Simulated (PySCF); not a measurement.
**Computed properties of Si(H)2(Cl)(Et) (C₂H₇ClSi), SMILES CC[SiH2]Cl**

Si(H)2(Cl)(Et) (C2H7ClSi), SMILES CC[SiH2]Cl. Coordinates come from a B3LYP-D3(BJ)/def2-SVP optimisation. The values are those of a single conformer. All values are computed for the isolated molecule unless a solvent is named; none is compared with measurement here.

**Structure.** All 27 harmonic modes at B3LYP-D3(BJ)/def2-SVP (PySCF) are real, so it is a minimum. With heavy atoms numbered as in [SiH2:1]([Cl:2])[CH2:3][CH3:4], the shortest bond between them is C3–C4 at 1.534 Å and the longest Si1–Cl2 at 2.090 Å.

**Vibrations.** The strongest infrared lines (harmonic, unscaled, degenerate partners summed) lie at 868 cm⁻¹ (210 km/mol, H 88 %, Si 10 %), 2237 cm⁻¹ (132 km/mol, H 96 %), 2231 cm⁻¹ (101 km/mol, H 98 %). The softest mode is at 88 cm⁻¹ and the zero-point energy is 52.7 kcal/mol.

**Electronic structure.** CAM-B3LYP/def2-TZVP (PySCF) places the frontier levels at -9.83 and 1.34 eV, a gap of 11.17 eV, and gives a dipole moment of 1.97 D and a mean polarisability of 61.5 bohr³. PBE/def2-TZVP (PySCF) at the same geometry gives -7.15 and -0.58 eV, so its gap is 4.60 eV narrower. An orbital gap is neither the optical nor the fundamental gap.

**Excitations.** TDA-CAM-B3LYP/def2-SVPD (PySCF) has S1 at 7.46 eV (166 nm, f = 0.011, weak); the most intense of the 10 singlets computed lies at 8.96 eV (f = 0.07). T1 (TDA) is at 7.09 eV, 0.37 eV under S1. TDA-PBE/def2-SVPD (PySCF) puts S1 at 6.57 eV. No vertical singlet excitation falls in the visible range (under 3.1 eV).

**NMR.** GIAO shifts at PBE0/pcSseg-1 (PySCF) (non-relativistic, atoms alike by connectivity averaged): ¹³C from 10.9 to 13.2 ppm against TMS; ¹H from 1.1 to 5.3 ppm against TMS; ²⁹Si at 3.2 ppm against TMS. Without spin–orbit terms, shifts of atoms bonded to Cl or Br come out too high.

**Solvation.** SMD-PBE0/6-31G* (PySCF) gives 0.5 kcal/mol in water, -2.4 kcal/mol in dimethylsulfoxide, -3.3 kcal/mol in benzene (1 M in both phases, gas-phase geometry); of these solvents benzene holds the molecule best.
